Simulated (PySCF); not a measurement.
Al2Cl4H2O2: core ionisation energies

(Cl2Al-mu-OH)2.
Structure used (PBE0-D3(BJ)/def2-SVP), in Å, numbered top down from 1:
```xyz
10
Al2Cl4H2O2 angstrom
Al    -0.1093    1.3764   -0.2331
Cl    -1.2688    2.5752    1.0320
Cl     0.8582    2.2891   -1.8492
O      0.9627    0.1899    0.6783
Al     0.1344   -1.3900    0.2322
Cl    -0.8385   -2.2934    1.8509
Cl     1.2923   -2.6048   -1.0192
O     -0.9297   -0.2053   -0.6887
H      1.6899    0.3566    1.2837
H     -1.6664   -0.3706   -1.2826
```

Method used: delta-SCF UKS SCAN, pcX-2 on the ionised atom, pcseg-1 elsewhere, spin-free X2C in PySCF 2.14.0. Vertical ΔSCF values, vacuum level as zero.

Question: List the computed XPS lines with their assignment.

Answer: 
```tsv
atom(s)	environment	level	binding energy (eV)	2p1/2 (eV)	count
Cl2/Cl3/Cl6/Cl7	chlorine bonded to Al	Cl 1s	2828.63	–	4
Al1/Al5	aluminium bonded to 2 Cl and 2 O	Al 1s	1569.27	–	2
O4/O8	oxygen bonded to 2 Al and H	O 1s	540.81	–	2
Cl2/Cl3/Cl6/Cl7	chlorine bonded to Al	Cl 2p3/2	206.04	207.69	4
```

Question: What is the longest wavelength that can ionise Al 1s of Al1/Al5 vertically?

Answer: λ = hc/E = 12398.42 eV Å / 1569.27 eV = 7.901 Å.

Question: Which effective nuclear charge Zeff reproduces each element's mean 1s value in the hydrogen-like formula E = 13.606 eV × Zeff²?

Answer: O (Z = 8): mean 540.8 eV, Zeff = 6.30, Z − Zeff = 1.70; Al (Z = 13): mean 1569.3 eV, Zeff = 10.74, Z − Zeff = 2.26; Cl (Z = 17): mean 2828.6 eV, Zeff = 14.42, Z − Zeff = 2.58. Means run over the listed sites, weighted by atom count.

The first atom of each set that the bonding makes equivalent was ionised and stands for the set. The 2p values add to the ΔSCF energy of one spin-free hole a correction within the shell (spin–orbit coupling, ligand field). 2p1/2 minus 2p3/2 (ligand field included): Cl 1.65 eV. The structure is a single PBE0-D3(BJ)/def2-SVP conformer in the gas phase; no vibrational or solvent corrections.
